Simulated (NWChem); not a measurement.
System meant: HTeBr; SMILES Br[TeH]

Here is an NWChem input.

```
start job
memory heap 200 mb stack 900 mb global 1100 mb
geometry units angstroms noautoz
  Te     0.016190    -0.978013     0.000000
  H     -1.649516    -1.062708     0.000000
  Br     0.044276     1.535948     0.000000
end
basis spherical
  Te library def2-svp
  H library def2-svp
  Br library def2-svp
end
dft
  xc xpbe96 cpbe96
  iterations 150
  mulliken
end
task dft energy
```

End of the output:

```
             Grid Information
             ----------------
          Grid used for XC integration:  medium
          Radial quadrature: Mura-Knowles
          Angular quadrature: Lebedev.
          Tag              B.-S. Rad. Rad. Pts. Rad. Cut. Ang. Pts.
          ---              ---------- --------- --------- ---------
          Te                  1.40      123           8.0       590
          H                   0.35       45           9.0       434
          Br                  1.15      112           9.0       590
          Grid pruning is: on
          Number of quadrature shells:   280
          Spatial weights used:  Erf1

          Convergence Information
          -----------------------
          Convergence aids based upon iterative change in
          total energy or number of iterations.
          Levelshifting, if invoked, occurs when the
          HOMO/LUMO gap drops below (HL_TOL):  1.00D-02
          DIIS, if invoked, will attempt to extrapolate
          using up to (NFOCK): 10 stored Fock matrices.

                    Damping( 0%)  Levelshifting(0.5)       DIIS
                  --------------- ------------------- ---------------
          dE  on:    start            ASAP                start
          dE off:    2 iters        150 iters           150 iters

      Screening Tolerance Information
      -------------------------------
          Density screening/tol_rho:  1.00D-10
          AO Gaussian exp screening on grid/accAOfunc:  14
          CD Gaussian exp screening on grid/accCDfunc:  20
          XC Gaussian exp screening on grid/accXCfunc:  20
          Schwarz screening/accCoul:  1.00D-08

      Superposition of Atomic Density Guess
      -------------------------------------

      charge =      52.0 Te (Tellurium)

      symmetry species            s     p     d     f
      number of basis functions =10     7     6
      number of cont. functions = 4     4     2
      number of closed shells   = 5     3     2
      number of open shells     = 0     1     0
      open shell occupation     = 0     4     0
 ------------------------------------------------------------------------
 atomscf:atomd: error in atom scf                   0
 ------------------------------------------------------------------------
 ------------------------------------------------------------------------
  current input line :
    18: task dft energy
 ------------------------------------------------------------------------
 ------------------------------------------------------------------------
 This error has not yet been assigned to a category
 ------------------------------------------------------------------------
 For more information see the NWChem manual at https://nwchemgit.github.io

0:atomscf:atomd: error in atom scf:Received an Error in Communication
```

**Question.** What is wrong, and how is it mended?

**Answer.** The program stopped with an error. Cause: the def2 basis of a heavy element holds valence functions alone and wants its effective core potential (without it all electrons must fit into that basis). This input runs:
```
start job
memory heap 200 mb stack 900 mb global 1100 mb
geometry units angstroms noautoz
  Te     0.016190    -0.978013     0.000000
  H     -1.649516    -1.062708     0.000000
  Br     0.044276     1.535948     0.000000
end
basis spherical
  * library def2-svp
end
ecp
  Te library def2-ecp
end
dft
  xc xpbe96 cpbe96
  iterations 150
  mulliken
end
task dft energy
```
It converges to -2842.07240 Ha (PBE/def2-SVP with def2 effective core potentials on Te).
